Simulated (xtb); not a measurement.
TlI, SMILES [I][Tl]. All values are semi-empirical tight-binding results from xtb (GFN2-xTB unless named), good for trends rather than for accurate numbers. Geometry optimised at GFN2-xTB.

For metal compounds this method's bond lengths and energies can be far off.

Question: Estimate the properties. (An estimate is asked for; the answer gives what the named calculation found.)

Answer: 
```json
{
 "point_group_as_xtb_finds_it": "C∞v",
 "orbital_gap": "6.46 eV"
}
```
